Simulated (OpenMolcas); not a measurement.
Ho3+ in KCdF3

Ho3+ with its 6 nearest fluoride ions at 2.19 Å, on the Cd site of idealised cubic KCdF3 (a = 4.302 Å, distance in the model lattice 2.151 Å). The rest of the host is ab initio model potentials to 7.6 Å, with orthogonalisation functions on the cations behind the ligands, and point charges beyond; the distance is set by hand and nothing relaxes, and no local charge compensation is placed. Ligand basis ANO-RCC-VDZP.

```yaml
Program: OpenMolcas
Method: CASSCF
Basis: ANO-RCC-VDZP [7s6p4d2f1g]
Scalar_Hamiltonian: DKH2, point nucleus
Active_space: 10 electrons in 7 orbitals (4f)
State_averaging: 2S+1 = 5 even, 35 roots (30 in the spin-orbit step); 2S+1 = 3 even, 103 roots kept (CI in the orbitals of an earlier block); 2S+1 = 1 even, 31 roots kept (CI in the orbitals of an earlier block)
Spin-orbit_coupling: state interaction with AMFI integrals over the reference wave functions
```

The lowest spin-free states (labels of O, the rotations of Oh), above the lowest:

```csv
State,Degeneracy,E (cm-1),Free-ion L (%)
5A2,1,0.0,I (100)
5T2,3,136.7,I (100)
5E,2,239.5,I (100)
5T1,3,510.4,I (100)
5A1,1,545.1,I (100)
5T2,3,573.5,I (100)
5T1,3,17870,F (100)
5A1,1,18029,S (100)
5T2,3,18126,F (100)
5A2,1,18279,F (100)
3T1,3,21364,K (100)
3T2,3,21370,K (100)
2S+1 = 3,6,21433,K (100)
3T1,3,21441,K (100)
3T2,3,27121,H (99)
3T1,3,27125,H (99)
3E,2,27362,H (97)
3T1,3,27431,H (99)
5T2,3,27739,G (100)
5E,2,28103,G (100)
```

The lowest levels with spin-orbit coupling:

| E (cm-1) | Degeneracy | Label | 2S+1 | J | |mJ| (%) |
| --- | --- | --- | --- | --- | --- |
| 0.0 | 2 | E | 5 | 8.01 | 2 (50) |
| 15.7 | 3 | T1 | 5 | 8.01 | 1 (38) |
| 64.9 | 1 | A1 | 5 | 8.01 | 0 (52) |
| 259.0 | 3 | T1 | 5 | 8.00 | 4 (32) |
| 315.2 | 3 | T2 | 5 | 8.00 | 5 (44) |
| 355.2 | 2 | E | 5 | 8.00 | 6 (50) |
| 360.6 | 3 | T2 | 5 | 8.00 | 6 (29) |
| 5269 | 3 | T1 | 5 | 7.01 | 7 (34) |
| 5271 | 3 | T2 | 5 | 7.01 | 2 (33) |
| 5391 | 1 | A2 | 5 | 7.00 | 2 (54) |
| 5404 | 3 | T2 | 5 | 7.00 | 3 (45) |
| 5414 | 2 | E | 5 | 7.00 | 4 (50) |
| 5453 | 3 | T1 | 5 | 7.00 | 5 (55) |
| 9024 | 2 | E | 5 | 6.01 | 0 (44) |
| 9033 | 3 | T2 | 5 | 6.01 | 1 (53) |
| 9089 | 1 | A2 | 5 | 6.01 | 2 (69) |
| 9122 | 3 | T2 | 5 | 6.00 | 5 (34) |
| 9147 | 3 | T1 | 5 | 6.00 | 4 (33) |
| 9173 | 1 | A1 | 5 | 6.00 | 4 (87) |
| 11797 | 3 | T1 | 5 | 5.01 | 5 (35) |

Powder χT (cm3 K/mol): 2.26 at 2 K, 8.91 at 10 K, 12.3 at 50 K, 12.9 at 100 K, 13.5 at 200 K, 13.7 at 300 K. The effective moment at 300 K is 2.828 √(χT) = 10.45 μB.

Hund's rules give f10 the level 5I8 with g = 1.250, so an isolated free-ion multiplet has χT = g² J(J+1) / 8 = 14.062 cm3 K/mol. The computed 13.662 at 300 K differs by -3 %, through the field's splitting, the mixing of terms and any other multiplet in reach.

Stevens parameters of the J = 8 multiplet, which is 361 cm-1 wide (cm-1, z along the main axis): B40 = -7.146e-03, B44 = -3.571e-02, B60 = -2.033e-05, B64 = 4.276e-04.

Metal share of the active 4f orbitals (Löwdin): 99, 99, 99, 100, 100, 100, 100 %; Mulliken charge of the metal 2.33.

High states are left out of the spin-orbit mixing, which shifts the levels that they would mix with. Without dynamic correlation the ligand-field splitting of an f shell can come out too small, at times by half. A group larger than the point group allows holds several states that coincide in this model. The first state left out of the spin-orbit step lies near 45000 cm-1 above the lowest spin-free state of the reference (among the parities and spins computed), and the lists stop at four fifths of that energy or lower. No measured value stands beside these numbers; the geometry was set by hand and not optimised.

The RASSCF and RASSI steps took 96 s on 1 thread of Arm Neoverse V2 (shared host); the integral step is not counted.
